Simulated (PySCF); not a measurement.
**Atomic charges by several schemes**

C₇H₁₂PS (charge +1).
Geometry (GFN2-xTB, Å), atoms numbered from 1 in this order:
```xyz
21
C7H12PS angstrom
C     -1.9736   -1.6139    0.0153
C     -1.9651   -0.1682   -0.4745
P     -0.6948    0.7977    0.3995
C     -0.7369    2.5243   -0.1229
C      0.9257    0.1108    0.2033
C      1.6449   -0.6277    1.1128
C      2.8860   -1.0358    0.5984
C      3.0923   -0.6128   -0.6800
S      1.7858    0.2938   -1.3004
H     -1.0176   -2.0979   -0.1748
H     -2.1789   -1.6611    1.0833
H     -2.7458   -2.1758   -0.5031
H     -2.9340    0.3104   -0.3035
H     -1.7462   -0.1149   -1.5465
H     -0.9697    0.7269    1.7494
H     -0.0130    3.1050    0.4493
H     -1.7350    2.9353    0.0286
H     -0.4801    2.5806   -1.1825
H      1.2977   -0.8575    2.1048
H      3.5992   -1.6177    1.1523
H      3.9502   -0.7844   -1.3000
```

Density: PBE0/pcSseg-1 (PySCF); schemes: Mulliken, IAO, Hirshfeld and ESP-fitted. One conformer (not necessarily the lowest) at the GFN2-xTB geometry, without solvent, vibrations or thermal averaging.

Task: What partial charge does each atom carry?

Result: In e:

| atom | environment | Mulliken | IAO | Hirshfeld | ESP-fitted |
| --- | --- | --- | --- | --- | --- |
| C1 | methyl carbon | -0.278 | -0.425 | -0.101 | -0.340 |
| C2 | sp3 carbon bound to phosphorus | -0.444 | -0.463 | -0.079 | -0.097 |
| P3 | phosphonium phosphorus | +0.611 | +1.091 | +0.460 | +0.619 |
| C4 | sp3 carbon bound to phosphorus | -0.449 | -0.641 | -0.123 | -0.736 |
| C5 | substituted aromatic carbon | -0.637 | -0.453 | -0.092 | -0.332 |
| C6 | aromatic CH carbon | +0.033 | -0.132 | -0.030 | +0.056 |
| C7 | aromatic CH carbon | -0.024 | -0.166 | -0.041 | -0.254 |
| C8 | aromatic CH next to a ring sulfur | -0.223 | -0.268 | -0.030 | -0.147 |
| S9 | thiophene-type sulfur | +0.373 | +0.387 | +0.170 | +0.157 |
| H10 | methyl hydrogen | +0.158 | +0.161 | +0.048 | +0.120 |
| H11 | methyl hydrogen | +0.138 | +0.154 | +0.054 | +0.105 |
| H12 | methyl hydrogen | +0.172 | +0.184 | +0.073 | +0.156 |
| H13 | methylene hydrogen | +0.197 | +0.182 | +0.075 | +0.112 |
| H14 | methylene hydrogen | +0.197 | +0.182 | +0.070 | +0.115 |
| H15 | P–H hydrogen | +0.144 | +0.023 | +0.056 | +0.090 |
| H16 | methyl hydrogen | +0.205 | +0.204 | +0.084 | +0.267 |
| H17 | methyl hydrogen | +0.198 | +0.198 | +0.085 | +0.252 |
| H18 | methyl hydrogen | +0.199 | +0.195 | +0.077 | +0.252 |
| H19 | aromatic hydrogen | +0.121 | +0.184 | +0.076 | +0.141 |
| H20 | aromatic hydrogen | +0.134 | +0.195 | +0.083 | +0.222 |
| H21 | aromatic hydrogen | +0.173 | +0.207 | +0.085 | +0.241 |

Mean size of the charges over all atoms: IAO 0.290 e, Mulliken 0.243 e, ESP-fitted 0.229 e, Hirshfeld 0.095 e. Each set sums to the total charge, 1, to within 0.001 e. The ESP scheme fits charges at the nuclei, held to the total charge, to the electrostatic potential on points at 1.4 to 2.0 times the van der Waals radii.

Lowest charge. The schemes don't all agree: Mulliken C5 (-0.637); IAO C4 (-0.641); Hirshfeld C4 (-0.123); ESP-fitted C4 (-0.736).

Highest charge. All schemes agree: Mulliken P3 (+0.611); IAO P3 (+1.091); Hirshfeld P3 (+0.460); ESP-fitted P3 (+0.619).

Task: How many electrons does the Mulliken scheme count on C1?

Result: Z − q = 6 − (-0.278) = 6.278.

Task: Sum the charges by element, for elements with more than one atom.

Result: 
| element | atoms | Mulliken | IAO | Hirshfeld | ESP-fitted |
| --- | --- | --- | --- | --- | --- |
| C | 7 | -2.021 | -2.547 | -0.496 | -1.849 |
| H | 12 | +2.037 | +2.069 | +0.866 | +2.072 |
